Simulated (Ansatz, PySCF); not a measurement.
System: SeCl2, charge 0, singlet. SeCl2 (chloro selenohypochlorite, SMILES Cl[Se]Cl).
B3LYP-D3(BJ)/def2-TZVP minimum from Ansatz (an electronic-structure program):
```
Se
Cl 1 2.1758
Cl 1 2.1758 2 101.74
```

Atomisation energy term by term, kcal/mol (programs: Ansatz). UHF or UKS for unpaired electrons; spin-orbit terms are left out. Cores are frozen in correlated methods (noble-gas shells, and filled d and f shells in the p block). No relativity. CBS(X,Y): correlation extrapolated as X^-3, Hartree-Fock from the larger set. A bracket is a step between two methods taken in the basis named.

```csv
term,basis,kcal/mol
Hartree-Fock,def2-QZVPP,54.00
CCSD correlation,"CBS(def2-TZVPP,def2-QZVPP)",62.90
(T),"CBS(def2-TZVPP,def2-QZVPP)",8.81
CCSDT(Q) - CCSD(T),def2-TZVPP,0.38
minus zero-point energy,"harmonic, PySCF's Hessian at B3LYP-D3(BJ)/def2-TZVP",-1.37
sum: D0,,124.7
```

The step beyond CCSD(T) by other levels: CCSDT(Q) in def2-SVP 0.64 kcal/mol.
